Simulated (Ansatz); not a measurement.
Relaxation of C$_{3}$H$_{7}$B (11 atoms, charge 0, multiplicity 1), to a largest force component of 0.015 eV/Å in at most 40 steps.

Computed with RKS PBE0/6-31G* in Ansatz.

```xyz
11
Properties=species:S:1:pos:R:3
B -1.308 0.722 -0.551
C 0.176 0.871 -0.160
C 0.550 -0.273 0.706
C 0.851 -1.493 0.225
H -1.666 0.695 -1.718
H -2.191 0.777 0.273
H 0.354 1.827 0.397
H 0.850 0.916 -1.080
H 0.743 -0.081 1.822
H 0.640 -1.709 -0.804
H 1.066 -2.311 0.910
```

**Question.** Where does it end, and by what steps?

**Answer.** It converged. After 22 steps the energy has fallen by 0.574 eV; H11 moved furthest, 1.06 Å. Joined: B1–C3, B1–C4.

```json
{"step": "0", "energy less start (eV)": "0.0000", "largest force component (eV/Å)": "1.664", "accepted": "yes"}
{"step": "1", "energy less start (eV)": "0.0006", "largest force component (eV/Å)": "1.556", "accepted": "no"}
{"step": "2", "energy less start (eV)": "-0.2080", "largest force component (eV/Å)": "0.822", "accepted": "yes"}
{"step": "3", "energy less start (eV)": "-0.2562", "largest force component (eV/Å)": "0.349", "accepted": "yes"}
{"step": "4", "energy less start (eV)": "-0.3018", "largest force component (eV/Å)": "0.238", "accepted": "yes"}
{"step": "5", "energy less start (eV)": "-0.3425", "largest force component (eV/Å)": "0.329", "accepted": "yes"}
{"step": "6", "energy less start (eV)": "-0.3601", "largest force component (eV/Å)": "0.361", "accepted": "yes"}
{"step": "7", "energy less start (eV)": "-0.3806", "largest force component (eV/Å)": "0.325", "accepted": "yes"}
{"step": "8", "energy less start (eV)": "-0.4104", "largest force component (eV/Å)": "0.565", "accepted": "yes"}
{"step": "9", "energy less start (eV)": "-0.4337", "largest force component (eV/Å)": "0.812", "accepted": "yes"}
{"step": "10", "energy less start (eV)": "-0.4548", "largest force component (eV/Å)": "0.429", "accepted": "yes"}
{"step": "11", "energy less start (eV)": "-0.4736", "largest force component (eV/Å)": "0.284", "accepted": "yes"}
{"step": "12", "energy less start (eV)": "-0.4882", "largest force component (eV/Å)": "0.336", "accepted": "yes"}
{"step": "13", "energy less start (eV)": "-0.5103", "largest force component (eV/Å)": "0.367", "accepted": "yes"}
{"step": "14", "energy less start (eV)": "-0.5080", "largest force component (eV/Å)": "0.802", "accepted": "no"}
{"step": "15", "energy less start (eV)": "-0.5399", "largest force component (eV/Å)": "0.234", "accepted": "yes"}
{"step": "16", "energy less start (eV)": "-0.5595", "largest force component (eV/Å)": "0.344", "accepted": "yes"}
{"step": "17", "energy less start (eV)": "-0.5669", "largest force component (eV/Å)": "0.232", "accepted": "yes"}
{"step": "18", "energy less start (eV)": "-0.5648", "largest force component (eV/Å)": "0.199", "accepted": "no"}
{"step": "19", "energy less start (eV)": "-0.5728", "largest force component (eV/Å)": "0.049", "accepted": "yes"}
{"step": "20", "energy less start (eV)": "-0.5740", "largest force component (eV/Å)": "0.039", "accepted": "yes"}
{"step": "21", "energy less start (eV)": "-0.5739", "largest force component (eV/Å)": "0.022", "accepted": "no"}
{"step": "22", "energy less start (eV)": "-0.5740", "largest force component (eV/Å)": "0.012", "accepted": "yes"}
```

```xyz
11
Properties=species:S:1:pos:R:3
B -0.897 0.060 -0.210
C 0.496 1.155 -0.177
C 0.602 -0.006 0.617
C 0.274 -1.248 0.035
H -1.102 -0.025 -1.383
H -1.802 0.211 0.557
H 0.442 2.115 0.327
H 0.902 1.173 -1.183
H 0.442 0.103 1.688
H 0.653 -1.514 -0.946
H 0.054 -2.080 0.696
```

Whether the end is a true minimum wasn't checked by a vibrational analysis.

Time of the run: 89 s on 1 thread of Intel(R) Xeon(R) Platinum 8375C CPU @ 2.90GHz (Ice Lake), on a shared host, peak memory 0.16 GiB.
